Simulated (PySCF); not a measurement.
C4H5 (SMILES [C-]1=CCC1), charge -1, singlet, at a GFN2-xTB geometry (in this run its highest filled SCF level lies above zero, so its values depend strongly on the basis, on diffuse functions most of all); TPSS/def2-SVP run with PySCF.

Here is a job for PySCF.
```python
from pyscf import gto, scf, dft

mol = gto.M(
    atom='''
C    -0.02533349   -0.75783853    0.94342053
C    -0.00802865    0.60486190    0.84022569
C     0.00230685   -0.80474510   -0.64553953
C     0.01991368    0.73726238   -0.65092230
H    -0.01158461    1.42895093    1.56860418
H    -0.88380700   -1.24413323   -1.13304446
H     0.89493994   -1.26433309   -1.10150643
H     0.92355016    1.19102984   -1.11280146
H    -0.85624889    1.21124164   -1.14435815
''',
    basis='def2-svp',
    charge=-1,
    verbose=4,
)

mf = dft.RKS(mol)
mf.xc = 'tpss'
mf.level_shift = 0.5
mf.max_cycle = 100
mf.kernel()
mf.analyze()
```

The log (banner, timings and long lists left out):

```
PySCF version 2.14.0

[INPUT] verbose = 4
[INPUT] num. atoms = 9
[INPUT] num. electrons = 30
[INPUT] charge = -1
[INPUT] spin (= nelec alpha-beta = 2S) = 0
[INPUT] symmetry False subgroup None
[INPUT] Mole.unit = angstrom
[INPUT] Symbol           X                Y                Z      unit          X                Y                Z       unit  Magmom
[...]
nuclear repulsion = 104.786797897457
number of shells = 39
number of NR pGTOs = 131
number of NR cGTOs = 81
basis = def2-svp
ecp = {}

******** <class 'pyscf.dft.rks.RKS'> ********
method = RKS
initial guess = minao
damping factor = 0
level_shift factor = 0.5
DIIS = <class 'pyscf.scf.diis.CDIIS'>
diis_start_cycle = 1
diis_space = 8
diis_damp = 0
SCF conv_tol = 1e-09
SCF conv_tol_grad = None
SCF max_cycles = 100
direct_scf = True
direct_scf_tol = 1e-13
XC library pyscf.dft.libxc version 7.1.2
    S. Lehtola, C. Steigemann, M. J. T. Oliveira, and M. A. L. Marques,  SoftwareX 7, 1–5 (2018)
XC functionals = tpss
    J. Tao, J. P. Perdew, V. N. Staroverov, and G. E. Scuseria,  Phys. Rev. Lett. 91, 146401 (2003)
    J. P. Perdew, J. Tao, V. N. Staroverov, and G. E. Scuseria,  J. Chem. Phys. 120, 6898 (2004)
    J. Tao, J. P. Perdew, V. N. Staroverov, and G. E. Scuseria,  Phys. Rev. Lett. 91, 146401 (2003)
    J. P. Perdew, J. Tao, V. N. Staroverov, and G. E. Scuseria,  J. Chem. Phys. 120, 6898 (2004)
radial grids:
    Treutler-Ahlrichs [JCP 102, 346 (1995); DOI:10.1063/1.469408] (M4) radial grids

becke partition: Becke, JCP 88, 2547 (1988); DOI:10.1063/1.454033
pruning grids: <function nwchem_prune>
grids dens level: 3
symmetrized grids: False
atomic radii adjust function: <function treutler_atomic_radii_adjust>
small_rho_cutoff = 0
Set gradient conv threshold to 3.16228e-05
Initial guess from minao.
tot grids = 105512
init E= -155.415230732419
[...]
cycle= 1 E= -155.132966865323  delta_E= 0.282  |g|=  0.5  |ddm|= 3.24
[...]
cycle= 2 E= -155.204499231369  delta_E= -0.0715  |g|= 0.24  |ddm|= 1.98
[...]
cycle= 3 E= -155.217929987969  delta_E= -0.0134  |g|= 0.0897  |ddm|= 0.324
[...]
cycle= 4 E= -155.220089354056  delta_E= -0.00216  |g|= 0.0411  |ddm|= 0.162
[...]
cycle= 5 E= -155.220601845136  delta_E= -0.000512  |g|= 0.0151  |ddm|= 0.105
[...]
cycle= 6 E= -155.220703626895  delta_E= -0.000102  |g|= 0.00681  |ddm|= 0.0621
[...]
cycle= 7 E= -155.220735382192  delta_E= -3.18e-05  |g|= 0.00405  |ddm|= 0.0413
[...]
cycle= 8 E= -155.220749248669  delta_E= -1.39e-05  |g|= 0.0027  |ddm|= 0.0296
[...]
[...]
[...]
cycle= 12 E= -155.220762311467  delta_E= -9.89e-07  |g|= 0.000723  |ddm|= 0.00885
[...]
cycle= 13 E= -155.220762862715  delta_E= -5.51e-07  |g|= 0.000566  |ddm|= 0.00674
[...]
cycle= 14 E= -155.220763184611  delta_E= -3.22e-07  |g|= 0.000421  |ddm|= 0.00514
[...]
cycle= 15 E= -155.220763366578  delta_E= -1.82e-07  |g|= 0.000328  |ddm|= 0.00392
[...]
cycle= 16 E= -155.220763472768  delta_E= -1.06e-07  |g|= 0.000252  |ddm|= 0.00294
[...]
cycle= 17 E= -155.220763534992  delta_E= -6.22e-08  |g|= 0.000195  |ddm|= 0.00227
[...]
cycle= 18 E= -155.220763571628  delta_E= -3.66e-08  |g|= 0.000152  |ddm|= 0.00172
[...]
cycle= 19 E= -155.220763593537  delta_E= -2.19e-08  |g|= 0.000118  |ddm|= 0.00133
[...]
cycle= 20 E= -155.220763606651  delta_E= -1.31e-08  |g|= 9.12e-05  |ddm|= 0.00102
[...]
cycle= 21 E= -155.220763614533  delta_E= -7.88e-09  |g|= 7.08e-05  |ddm|= 0.000785
[...]
cycle= 22 E= -155.220763619269  delta_E= -4.74e-09  |g|= 5.57e-05  |ddm|= 0.000608
[...]
cycle= 23 E= -155.220763622147  delta_E= -2.88e-09  |g|= 4.33e-05  |ddm|= 0.000465
[...]
cycle= 24 E= -155.220763623896  delta_E= -1.75e-09  |g|= 3.38e-05  |ddm|= 0.00036
[...]
cycle= 25 E= -155.220763624962  delta_E= -1.07e-09  |g|= 2.63e-05  |ddm|= 0.000278
[...]
cycle= 26 E= -155.22076362562  delta_E= -6.57e-10  |g|= 2.04e-05  |ddm|= 0.000218
[...]
Extra cycle  E= -155.220763626438  delta_E= -8.18e-10  |g|= 2.46e-05  |ddm|= 0.000889
converged SCF energy = -155.220763626438
**** SCF Summaries ****
Total Energy =                        -155.220763626437872
Nuclear Repulsion Energy =             104.786797897456594
One-electron Energy =                 -421.649973140495774
Two-electron Energy =                  161.642411616601294
Two-electron Coulomb Energy =          185.402222185569258
DFT Exchange-Correlation Energy =      -23.759810568967950
HOMO-LUMO gap [eV] =                     3.590894080776462
**** MO energy ****
[...]
 ** Mulliken pop on meta-lowdin orthogonal AOs  **
 ** Mulliken pop  **
 ** Mulliken atomic charges  **
charge of    0C =     -0.52821
charge of    1C =     -0.23036
charge of    2C =     -0.16162
charge of    3C =     -0.18122
charge of    4H =      0.00823
charge of    5H =      0.03118
charge of    6H =      0.03118
charge of    7H =      0.01541
charge of    8H =      0.01541

WARN: System has nonzero charge -1; the dipole moment is origin-dependent.
Location of origin: [0. 0. 0.]

Dipole moment(X, Y, Z, Debye):  0.08747,  2.23438, -3.50189
```
